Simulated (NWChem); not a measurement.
System: CH$_{3}$ClOSi, singlet; SMILES O([Si]Cl)C

Here is an NWChem input.

```
start job
memory heap 200 mb stack 900 mb global 1100 mb
geometry units angstroms noautoz
  Si     1.127177     0.120320    -0.000310
  Cl    -0.487722     1.505819     0.000044
  O      0.339752    -1.326480     0.000232
  C     -0.991694    -1.776848     0.001232
  H     -1.702758    -0.935626    -0.002419
  H     -1.164630    -2.401805    -0.888614
  H     -1.165841    -2.394815     0.895683
end
basis spherical
  Si library def2-svp
  Cl library def2-svp
  O library def2-svp
  C library def2-svp
  H library def2-svp
end
dft
  xc m06-2x
  iterations 150
  mulliken
end
task dft gradient
```

Excerpt of the output:

```
             Northwest Computational Chemistry Package (NWChem) 7.3.0
             --------------------------------------------------------

 C1  symmetry detected

                             Geometry "geometry" -> ""
                             -------------------------

 Output coordinates in angstroms (scale by  1.889725989 to convert to a.u.)

  No.       Tag          Charge          X              Y              Z
 ---- ---------------- ---------- -------------- -------------- --------------
    1 Si                  14.0000     1.12370149     0.10221748     0.00005529
    2 Cl                  17.0000    -0.47591987     1.50532755    -0.00002492
    3 O                    8.0000     0.32047125    -1.33586798    -0.00016232
    4 C                    6.0000    -1.01582976    -1.77162059     0.00006853
    5 H                    1.0000    -1.71763207    -0.92265709    -0.00371398
    6 H                    1.0000    -1.19516408    -2.39442028    -0.89002346
    7 H                    1.0000    -1.19717835    -2.38786843     0.89427448

 Effective nuclear repulsion energy (a.u.)     199.6023072251

                                 NWChem DFT Module
                                 -----------------

 Summary of "ao basis" -> "ao basis" (spherical)
 ------------------------------------------------------------------------------
       Tag                 Description            Shells   Functions and Types
 ---------------- ------------------------------  ------  ---------------------
 Si                         def2-svp                 8       18   4s3p1d
 Cl                         def2-svp                 8       18   4s3p1d
 O                          def2-svp                 6       14   3s2p1d
 C                          def2-svp                 6       14   3s2p1d
 H                          def2-svp                 3        5   2s1p

            General Information
            -------------------
          SCF calculation type: DFT
          Wavefunction type:  closed shell.
          No. of atoms     :     7
          No. of electrons :    48
           Alpha electrons :    24
            Beta electrons :    24
          Charge           :     0
          Spin multiplicity:     1
          Use of symmetry is: off; symmetry adaption is: off
          Maximum number of iterations: 150
          AO basis - number of functions:    79
                     number of shells:    37
          Convergence on energy requested:  1.00D-06
          Convergence on density requested:  1.00D-05
          Convergence on gradient requested:  5.00D-04

              XC Information
              --------------
                       M06-2X Method XC Functional
                     Hartree-Fock (Exact) Exchange  0.540
                        M06-2X Exchange Functional  1.000
                      M06-2X Correlation Potential  1.000

             Grid Information
             ----------------
          Grid used for XC integration:  medium
          Radial quadrature: Mura-Knowles
          Angular quadrature: Lebedev.
          Tag              B.-S. Rad. Rad. Pts. Rad. Cut. Ang. Pts.
          ---              ---------- --------- --------- ---------
          Si                  1.10       88          10.0       590
          Cl                  1.00       88          11.0       590
          O                   0.60       49           8.0       434
          C                   0.70       49          10.0       434
          H                   0.35       45          11.0       434
          Grid pruning is: on
          Number of quadrature shells:   409
          Spatial weights used:  Erf1

      Superposition of Atomic Density Guess
      -------------------------------------

 Sum of atomic energies:        -861.87586496

      Non-variational initial energy
      ------------------------------

 Total energy =    -863.090381
 1-e energy   =   -1587.786391
 2-e energy   =     525.093702
 HOMO         =      -0.277629
 LUMO         =      -0.022123

     ---------------------------------------------
      Total Density - Mulliken Population Analysis
     ---------------------------------------------

    Atom       Charge   Shell Charges
 -----------   ------   -------------------------------------------------------
    1 Si  14    13.04   2.00  1.99  1.22  0.62  5.93  0.60  0.52  0.16
    2 Cl  17    17.50   2.00  1.99  1.23  0.72  5.94  2.18  3.43  0.01
    3 O    8     8.79   1.99  1.11  0.66  3.05  1.98  0.01
    4 C    6     5.87   1.99  0.92  0.22  1.85  0.85  0.05
    5 H    1     0.94   0.69  0.22  0.02
    6 H    1     0.93   0.69  0.21  0.02
    7 H    1     0.93   0.69  0.21  0.02

   convergence    iter        energy       DeltaE   RMS-Dens  Diis-err
 ---------------- ----- ----------------- --------- --------- ---------
 d= 0,ls=0.0,diis     1   -864.4187376787 -1.06D+03  1.15D-02  4.44D-01
 d= 0,ls=0.0,diis     2   -864.4224186438 -3.68D-03  5.31D-03  5.58D-01
 d= 0,ls=0.0,diis     3   -864.4769847199 -5.46D-02  1.37D-03  1.45D-02
 d= 0,ls=0.0,diis     4   -864.4782355056 -1.25D-03  5.14D-04  2.33D-03
 d= 0,ls=0.0,diis     5   -864.4785537125 -3.18D-04  7.98D-05  2.28D-05
  Resetting Diis
 d= 0,ls=0.0,diis     6   -864.4785576744 -3.96D-06  2.80D-05  2.42D-06
 d= 0,ls=0.0,diis     7   -864.4785580870 -4.13D-07  7.72D-06  1.39D-07

         Total DFT energy =     -864.478558086986
      One electron energy =    -1590.386196576523
           Coulomb energy =      590.549726735504
    Exchange-Corr. energy =      -64.244395471017
 Nuclear repulsion energy =      199.602307225050

 Numeric. integr. density =       48.000005968203

                       DFT Final Molecular Orbital Analysis
                       ------------------------------------

 Vector   22  Occ=2.000000D+00  E=-3.787170D-01
              MO Center= -3.1D-01,  9.3D-01,  2.4D-04, r^2= 2.6D+00
   Bfn.  Coefficient  Atom+Function         Bfn.  Coefficient  Atom+Function
  ----- ------------  ---------------      ----- ------------  ---------------
    30      0.534319  2 Cl py                27      0.390167  2 Cl py
    41      0.244383  3 O  py                24      0.225485  2 Cl py
    29      0.218653  2 Cl px                44      0.178003  3 O  py
    26      0.159221  2 Cl px                40     -0.135509  3 O  px
    43     -0.114441  3 O  px                66     -0.102628  5 H  s

 Vector   23  Occ=2.000000D+00  E=-3.756678D-01
              MO Center= -3.2D-01,  2.1D-01,  1.7D-05, r^2= 3.6D+00
   Bfn.  Coefficient  Atom+Function         Bfn.  Coefficient  Atom+Function
  ----- ------------  ---------------      ----- ------------  ---------------
    31      0.508138  2 Cl pz                28      0.356727  2 Cl pz
    42     -0.345437  3 O  pz                45     -0.285629  3 O  pz
    25      0.207743  2 Cl pz                56      0.153572  4 C  pz
    70     -0.142613  6 H  s                 75      0.142828  7 H  s
    59      0.069618  4 C  pz                15      0.068505  1 Si d -1

 Vector   24  Occ=2.000000D+00  E=-3.098397D-01
              MO Center=  1.1D+00,  4.1D-01,  3.8D-05, r^2= 3.0D+00
   Bfn.  Coefficient  Atom+Function         Bfn.  Coefficient  Atom+Function
  ----- ------------  ---------------      ----- ------------  ---------------
     3      0.512362  1 Si s                  4      0.385584  1 Si s
    29     -0.380920  2 Cl px                 2      0.295570  1 Si s
    26     -0.257227  2 Cl px                 8      0.253154  1 Si px
    11      0.235282  1 Si px                39     -0.164755  3 O  s
    23     -0.147480  2 Cl px                 5     -0.134607  1 Si px

 Vector   25  Occ=0.000000D+00  E=-3.495965D-02
              MO Center=  1.0D+00,  1.2D-01,  2.9D-04, r^2= 3.0D+00
   Bfn.  Coefficient  Atom+Function         Bfn.  Coefficient  Atom+Function
  ----- ------------  ---------------      ----- ------------  ---------------
    13      0.748956  1 Si pz                10      0.380416  1 Si pz
    31     -0.266720  2 Cl pz                45     -0.243316  3 O  pz
    42     -0.224384  3 O  pz                 7     -0.201826  1 Si pz
    28     -0.137390  2 Cl pz                76      0.110767  7 H  s
    71     -0.109979  6 H  s                 25     -0.079493  2 Cl pz

 Vector   26  Occ=0.000000D+00  E= 6.061983D-02
              MO Center=  1.2D+00,  5.0D-02, -1.8D-06, r^2= 3.7D+00
   Bfn.  Coefficient  Atom+Function         Bfn.  Coefficient  Atom+Function
  ----- ------------  ---------------      ----- ------------  ---------------
    12      1.016315  1 Si py                39      0.555963  3 O  s
    22     -0.458930  2 Cl s                 29     -0.414085  2 Cl px
    11     -0.352985  1 Si px                 9      0.296226  1 Si py
    53     -0.246302  4 C  s                 66      0.235852  5 H  s
    30      0.191288  2 Cl py                 6     -0.157972  1 Si py

 Vector   27  Occ=0.000000D+00  E= 9.469280D-02
              MO Center=  7.7D-02, -5.5D-01,  1.1D-03, r^2= 5.3D+00
   Bfn.  Coefficient  Atom+Function         Bfn.  Coefficient  Atom+Function
  ----- ------------  ---------------      ----- ------------  ---------------
    53      1.331758  4 C  s                 11      0.934372  1 Si px
     4     -0.902061  1 Si s                 71     -0.652982  6 H  s
    76     -0.656149  7 H  s                 39      0.606548  3 O  s
    66     -0.474826  5 H  s                 22      0.440335  2 Cl s
    30     -0.420973  2 Cl py                12      0.320531  1 Si py

     ---------------------------------------------
      Total Density - Mulliken Population Analysis
     ---------------------------------------------

    Atom       Charge   Shell Charges
 -----------   ------   -------------------------------------------------------
    1 Si  14    13.43   2.00  1.99  1.30  0.51  5.93  0.86  0.61  0.25
    2 Cl  17    17.34   2.00  1.99  1.23  0.74  5.94  2.12  3.31  0.02
    3 O    8     8.51   1.99  1.06  0.69  2.88  1.88  0.01
    4 C    6     5.87   1.99  0.88  0.17  2.04  0.74  0.05
    5 H    1     0.95   0.74  0.19  0.02
    6 H    1     0.95   0.75  0.18  0.02
    7 H    1     0.95   0.75  0.18  0.02

     -------------------------------------------
      Total Density - Lowdin Population Analysis
     -------------------------------------------

    Atom       Charge   Shell Charges
 -----------   ------   -------------------------------------------------------
    1 Si  14    13.73   2.00  1.96  0.99  0.69  5.80  0.99  0.91  0.39
    2 Cl  17    17.14   2.00  1.96  1.04  0.83  5.83  2.26  3.21  0.02
    3 O    8     8.25   1.97  0.90  0.59  2.75  2.03  0.02
    4 C    6     5.93   1.96  0.57  0.31  1.82  1.14  0.12
    5 H    1     0.99   0.65  0.28  0.07
    6 H    1     0.97   0.65  0.26  0.06
    7 H    1     0.97   0.65  0.26  0.06

     Multipole analysis of the density
     ---------------------------------

     L   x y z        total         alpha         beta         nuclear
     -   - - -        -----         -----         ----         -------
     0   0 0 0     -0.000000    -24.000000    -24.000000     48.000000

     1   1 0 0     -0.209943     -0.104972     -0.104972     -0.000000
     1   0 1 0     -0.613733     -0.306867     -0.306867      0.000000
     1   0 0 1      0.000279      0.000140      0.000140      0.000000

     2   2 0 0    -28.025501    -75.351769    -75.351769    122.678037
     2   1 1 0      2.414254     -6.126685     -6.126685     14.667623
     2   1 0 1     -0.000440      0.000254      0.000254     -0.000947
     2   0 2 0    -28.897761   -164.546265   -164.546265    300.194768
     2   0 1 1     -0.000460      0.000565      0.000565     -0.001590
     2   0 0 2    -26.407738    -16.046227    -16.046227      5.684715

            General Information
            -------------------
          SCF calculation type: DFT
          Wavefunction type:  closed shell.
          No. of atoms     :     7
          No. of electrons :    48
           Alpha electrons :    24
            Beta electrons :    24
          Charge           :     0
          Spin multiplicity:     1
          Use of symmetry is: off; symmetry adaption is: off
          Maximum number of iterations: 150
          AO basis - number of functions:    79
                     number of shells:    37
          Convergence on energy requested:  1.00D-06
          Convergence on density requested:  1.00D-05
          Convergence on gradient requested:  5.00D-04

              XC Information
              --------------
                       M06-2X Method XC Functional
                     Hartree-Fock (Exact) Exchange  0.540
                        M06-2X Exchange Functional  1.000
                      M06-2X Correlation Potential  1.000

             Grid Information
             ----------------
          Grid used for XC integration:  medium
          Radial quadrature: Mura-Knowles
          Angular quadrature: Lebedev.
          Tag              B.-S. Rad. Rad. Pts. Rad. Cut. Ang. Pts.
          ---              ---------- --------- --------- ---------
          Si                  1.10       88          10.0       590
          Cl                  1.00       88          11.0       590
          O                   0.60       49           8.0       434
          C                   0.70       49          10.0       434
          H                   0.35       45          11.0       434
          Grid pruning is: on
          Number of quadrature shells:   409
          Spatial weights used:  Erf1

          Convergence Information
          -----------------------
          Convergence aids based upon iterative change in
          total energy or number of iterations.
          Levelshifting, if invoked, occurs when the
          HOMO/LUMO gap drops below (HL_TOL):  1.00D-02
          DIIS, if invoked, will attempt to extrapolate
          using up to (NFOCK): 10 stored Fock matrices.

                    Damping( 0%)  Levelshifting(0.5)       DIIS
                  --------------- ------------------- ---------------
          dE  on:    start            ASAP                start
          dE off:    2 iters        150 iters           150 iters

                            NWChem DFT Gradient Module
                            --------------------------

  charge          =   0.00
  wavefunction    = closed shell

                         DFT ENERGY GRADIENTS

    atom               coordinates                        gradient
                 x          y          z           x          y          z
   1 Si      2.123488   0.193163   0.000104    0.000142   0.002414   0.000006
   2 Cl     -0.899358   2.844657  -0.000047    0.000569   0.001235  -0.000001
   3 O       0.605603  -2.524424  -0.000307   -0.002720  -0.003854  -0.000010
   4 C      -1.919640  -3.347877   0.000130    0.004170   0.001560   0.000020
   5 H      -3.245854  -1.743569  -0.007018   -0.001195   0.000636   0.000000
   6 H      -2.258533  -4.524798  -1.681900   -0.000483  -0.001009  -0.001128
   7 H      -2.262339  -4.512417   1.689934   -0.000483  -0.000981   0.001112
```

Level: M06-2X/def2-SVP. Low-valent species are run as closed-shell singlets; no triplet was tried in these runs. All runs use the structure optimised with PBE0/def2-SVP.
